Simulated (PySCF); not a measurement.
Vertical excitations of a molecule C₂H₅ClO₂Si from PySCF with TDA-PBE0/def2-SVPD, as energy in eV (oscillator strength): 5.77 (0.001), 7.38 (0.005), 7.46 (0.019), 7.69 (0.026), 7.79 (0.023), 7.99 (0.002), 8.04 (0.036), 8.24 (0.085), 8.28 (0.026), 8.48 (0.017). Lowest triplet (TDA): 5.21 eV. Coordinates come from a PBE0-D3(BJ)/def2-SVP optimisation. One conformer was computed; it need not be the lowest.

Problem. Which structure fits?
A. C=C[Si](O)(O)Cl
B. O=C[Si@@H](Cl)CO
C. CC(=O)[Si@@H](O)Cl
D. CC(=O)O[SiH2]Cl

Solution. D, CC(=O)O[SiH2]Cl
